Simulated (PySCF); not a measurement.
These 2 structures share the formula H9O3Si4 (doublet state). Theory: PBE0-D3(BJ)/def2-SVP geometry optimisation, gas phase (PySCF). Energies are electronic, without zero-point or thermal terms, for one conformer each. No frequencies were run at this level. Point groups hold within 0.08 Å. The open-shell SCF solutions weren't tested for stability.

Task: Order them by energy at this level, lowest first, and give relative energies in kcal/mol.
A. `[SiH3:1][O:2][Si:3]([O:4][SiH3:5])[O:6][SiH3:7]` (doublet state) with Si1–O2–Si3–O4 -142°, O2–Si3–O4–Si5 -27°, O2–Si3–O6–Si7 -162°
B. `[SiH2:1][O:2][SiH:3]([O:4][SiH3:5])[O:6][SiH3:7]` (doublet state) with H–Si1–O2–Si3 164° and 44°, Si1–O2–Si3–O4 -92°, O2–Si3–O4–Si5 34°, O2–Si3–O6–Si7 -68°

Result: B (0.0), A (5.7).

Both arise from one parent by loss of a hydrogen atom ([SiH2]O[SiH](O[SiH3])O[SiH3]: H removed from Si; [SiH3]O[Si](O[SiH3])O[SiH3]: H removed from Si), so the differences are those of the electronic X–H dissociation energies at this level.

```
                      SMILES       E (Eh)  E rel (kcal/mol)  dipole (D)  point group       A, B, C (MHz)   ⟨S²⟩
[SiH2]O[SiH](O[SiH3])O[SiH3]  -1387.97670               0.0        1.00           C1  1102, 966.5, 663.4  0.751
 [SiH3]O[Si](O[SiH3])O[SiH3]  -1387.96762               5.7        0.23           C1  1043, 920.5, 523.5  0.751
```

Task: How do the relative energies change in single points at B3LYP/IGLO-III on O Si, pcH-1 on H (no added dispersion term) on the same geometries?

Result: 
```
                      SMILES  PBE0-D3(BJ)/def2-SVP (kcal/mol)  B3LYP/IGLO-III on O Si, pcH-1 on H (kcal/mol)  shift
[SiH2]O[SiH](O[SiH3])O[SiH3]                              0.0                                            0.0    0.0
 [SiH3]O[Si](O[SiH3])O[SiH3]                              5.7                                            3.4   -2.3
```

Each column counts from its own lowest isomer. The order is unchanged; the largest shift is 2.3 kcal/mol.
